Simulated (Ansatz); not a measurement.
Relaxed structures of SiH2SO2, singlet (PBE0-D4/def2-TZVP; forces vanish, vibrations not checked; lower isomers may exist, and structures with a doubtful reference or unclear bonds are left out; Å). Ansatz 0.2.0; basis: def2-TZVPP; cores frozen in the correlated methods.

Rank them by CCSD(T) energy, lowest first, and give each one's height above the lowest. Links in brackets join atoms within 1.22 times the sum of their covalent radii (1.1 for two metals). (Judge from chemistry; the value comes from the calculation.)
A.
SiH₂SO₂ ([OH][SiH]1[O][S]1)
```
6
angstrom
O -1.2776 1.5187 -0.3563
Si 0.0918 0.6700 -0.2192
O 0.1196 -0.9282 -0.6027
S 0.3888 -0.8176 1.1753
H 1.1755 1.5288 -0.7061
H -2.0925 1.1081 -0.0561
```
B.
SiH₂SO₂ ([O][SH][O][SiH])
```
6
angstrom
O -1.4574 1.3166 -0.4755
Si -0.4357 -1.2073 1.1221
O 0.3669 -0.4230 -0.1436
S -0.2573 0.7571 -1.0860
H 0.7728 1.6065 -0.7362
H 0.7916 -2.0887 1.3719
```
C.
SiH₂SO₂ ([O][SiH][O][SH])
```
6
angstrom
O -1.6119 1.3544 -0.6987
Si -0.1575 0.9568 -0.6155
O 0.4792 -0.3191 0.1533
S -0.4034 -1.4520 1.0157
H 1.0107 1.6277 -1.2067
H 0.6829 -2.1677 1.3519
```
D.
SiH₂SO₂ ([O][OH][Si][SH])
```
6
angstrom
O -1.4164 0.9538 -0.4582
Si 1.0681 -0.2874 0.0589
O 0.0222 0.9166 -0.6113
S -0.5379 -1.3105 0.9367
H 0.3117 1.6668 -1.1451
H 0.3374 -2.2178 1.4309
```

The calculation gives: A (0.000 eV), C (1.012 eV), B (3.235 eV), D (5.165 eV). Heights count from the lowest.

T1 diagnostic: at most 0.022. The restricted Hartree–Fock reference is unstable towards an unrestricted one at one or more of these structures.

For scale, one of the runs: CCSD(T)/def2-TZVPP, 174 basis functions, launched by `ansatz run in.yaml --threads 2 --pin off --events-out ev --progress --plain --max-ram 4352MiB`. Time: 41 s of wall clock on 2 CPU threads of an Arm Neoverse V2; the host was shared. Peak host memory: 1.5 GiB.
